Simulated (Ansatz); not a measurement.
Sn9AsH16²⁺, a doped cluster cut from the lattice of tin (As on a surface site). Charge 2, multiplicity 2. Geometry r2SCAN-D4/def2-SVP; atoms count from 1.

```xyz
26

Sn   -0.361   -2.413   -1.389
Sn    1.550   -0.702    2.214
Sn   -2.404    1.269    0.605
As    1.304    1.648   -1.451
Sn   -2.837   -1.405   -0.501
Sn   -1.019    0.173    2.999
Sn    1.240   -3.114    0.808
Sn    0.871   -0.481   -3.017
Sn    2.809    1.326    0.733
Sn   -0.879    3.065   -0.928
H    -0.787   -3.718   -2.420
H     2.368   -0.813    3.720
H    -3.844    2.046    1.128
H     2.120    2.579   -2.323
H    -3.583   -2.238    0.787
H    -3.974   -0.877   -1.675
H    -2.108   -1.043    3.505
H    -1.220    1.620    3.899
H     0.408   -4.224    1.804
H     2.764   -3.661    0.268
H     2.461   -0.859   -3.507
H    -0.090    0.212   -4.246
H     4.323    0.898    0.074
H     2.754    2.890    1.415
H    -1.554    3.413   -2.453
H    -0.310    4.412   -0.051
```

In the def2 sets Sn takes a core potential; there is no spin–orbit coupling. Single mean-field runs in def2-TZVP are fitted with def2-universal-jkfit.

Estimate the Mulliken populations from the PBE0/def2-TZVP orbitals of Ansatz.


```
atom  charge (e)  spin (α − β)
 Sn1        0.06          0.00
 Sn2        0.06          0.01
 Sn3        0.12          0.48
 As4       -0.33          0.00
 Sn5        0.14          0.19
 Sn6        0.15          0.28
 Sn7        0.10          0.00
 Sn8        0.22          0.00
 Sn9        0.22          0.00
Sn10        0.22         -0.03
 H11        0.06          0.01
 H12        0.06          0.02
 H13        0.06         -0.02
 H14        0.17          0.00
 H15        0.06         -0.01
 H16        0.06          0.04
 H17        0.06         -0.01
 H18        0.07          0.03
 H19        0.05          0.00
 H20        0.05          0.00
 H21        0.06          0.00
 H22        0.05          0.00
 H23        0.06          0.00
 H24        0.05          0.00
 H25        0.06          0.01
 H26        0.06          0.00
```
Mulliken values depend strongly on the basis.

Where does the spin sit?

Summed by element: Sn 0.92, As 0.00, H 0.08, of 1 unpaired in all. Largest on single atoms: Sn3 0.48, Sn6 0.28, Sn5 0.19.

And the Mayer bond orders between heavy atoms (over 0.3)?

Sn1–Sn5 0.85 (2.82 Å); Sn1–Sn7 0.85 (2.81 Å); Sn1–Sn8 0.85 (2.81 Å); Sn2–Sn6 0.84 (2.83 Å); Sn2–Sn7 0.84 (2.81 Å); Sn2–Sn9 0.85 (2.81 Å); Sn3–Sn5 0.69 (2.93 Å); Sn3–Sn6 0.64 (2.97 Å); Sn3–Sn10 0.85 (2.81 Å); As4–Sn8 0.76 (2.68 Å); As4–Sn9 0.77 (2.67 Å); As4–Sn10 0.80 (2.65 Å).
